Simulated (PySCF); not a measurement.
H₂MgS₂, SMILES [SH][Mg][SH].

Geometry optimised at B3LYP-D3(BJ)/def2-TZVP. Other conformers were not sampled.

Computed with PBE/def2-TZVPD run with PySCF.

Symmetry labels are those of the subgroup C2 that the program uses (full group C2).

Question: List the valence orbital energies around the gap with their symmetry. (Estimate from the structure and the level; the computed values follow.)

Answer: 
```json
[
 {"orbital": "HOMO−7", "symmetry": "A", "energy (eV)": "-17.39"},
 {"orbital": "HOMO−6", "symmetry": "B", "energy (eV)": "-17.31"},
 {"orbital": "HOMO−5", "symmetry": "A", "energy (eV)": "-9.78"},
 {"orbital": "HOMO−4", "symmetry": "B", "energy (eV)": "-9.69"},
 {"orbital": "HOMO−3", "symmetry": "A", "energy (eV)": "-7.66"},
 {"orbital": "HOMO−2", "symmetry": "B", "energy (eV)": "-6.87"},
 {"orbital": "HOMO−1", "symmetry": "B", "energy (eV)": "-6.14"},
 {"orbital": "HOMO", "symmetry": "A", "energy (eV)": "-6.14"},
 {"orbital": "LUMO", "symmetry": "A", "energy (eV)": "-2.23"},
 {"orbital": "LUMO+1", "symmetry": "B", "energy (eV)": "-1.11"},
 {"orbital": "LUMO+2", "symmetry": "A", "energy (eV)": "-1.11"},
 {"orbital": "LUMO+3", "symmetry": "B", "energy (eV)": "-0.54"}
]
```
